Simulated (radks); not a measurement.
Values are calculated unless marked as measured or tabulated.
Q: All-electron atom: Ge in [Ar] 3d9.75 4s2 4p2 5p0.25 (fractional occupations, a model configuration). Level of theory: Dirac Kohn-Sham, PBE, spin-unpolarised, spherical densities, point nucleus; open shells are shared between the two j in proportion to 2j + 1 (a radial shooting solver on a logarithmic mesh with Libxc functionals).

Spin-orbit splittings of the eigenvalues, e(l+1/2) - e(l-1/2), with zeta = 2 splitting/(2l+1) and mean radii in bohr:

| shell | occ. | splitting (eV) | zeta (eV) | <r> j=l-1/2 | <r> j=l+1/2 |
|---|---|---|---|---|---|
| 2p | 6 | 31.87 | 21.25 | 0.1812 | 0.1848 |
| 3p | 6 | 4.298 | 2.865 | 0.6381 | 0.6487 |
| 3d | 9.75 | 0.5947 | 0.2379 | 0.7243 | 0.7294 |
| 4p | 2 | ? | ? | 2.690 | 2.741 |
| 4d | 0 | 0.00008611 | 0.00003445 | 16.85 | 16.85 |
| 5p | 0.25 | 0.005500 | 0.003667 | 13.20 | 13.31 |

Estimate the 4p splitting.

A: 0.2154 eV (zeta = 0.1436 eV).
